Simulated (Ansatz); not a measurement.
Reaction (ligand exchange at a B–O bond): `OB1CS1` + HCl → `ClB1CS1` + H₂O

Calculated with Ansatz (gas phase, PBE0-D4/def2-TZVP geometries, no zero-point term in ΔE). CBS: MP2 limit from def2 TZ/QZ plus the TZ coupled-cluster correction, frozen cores. This one scheme is used for every species. DFT in def2-TZVPP. B3LYP here is the variant with VWN-RPA as its local correlation; programs differ in this. One conformer a species, not always the lowest.

(1) Is it downhill or uphill in electronic energy at CCSD(T)/CBS, and by how much? (Estimate.)

(2) What do these levels give: revPBE-D4, BLYP-D4, B97M-V, B3LYP-D4, ωB97M-V, PBE, revPBE, BLYP, r2SCAN, SCS-MP2/def2-TZVPP, CCSD(T)/def2-TZVPP, HF/def2-QZVPP? (Best estimate.)

Largest T1 diagnostic among the species: 0.014.

Answers

(1) Computed: Uphill: ΔE = +28.6 kJ/mol.

(2) Ansatz gave: revPBE-D4 26.6, BLYP-D4 33.3, B97M-V 34.2, B3LYP-D4 34.8, ωB97M-V 35.2, PBE 30.4, revPBE 28.5, BLYP 36.5, r2SCAN 32.4, SCS-MP2/def2-TZVPP 31.0, CCSD(T)/def2-TZVPP 32.6, HF/def2-QZVPP 44.5 kJ/mol.

Leaving LDA and LC-ωPBE aside and taking each functional with its dispersion term where it has one, the values, not all of them listed here, spread over 13.6 kJ/mol, from revPBE-D4 to CAM-B3LYP-D4. LDA lies +6.6 kJ/mol from PBE without D4. From BLYP to BHLYP (50 % exact exchange), in def2-TZVPP and without D4, ΔE moves by +3.9 kJ/mol. At CCSD(T), def2-SVP lies +13.6 kJ/mol from the extrapolated value and def2-TZVPP +4.1 kJ/mol.
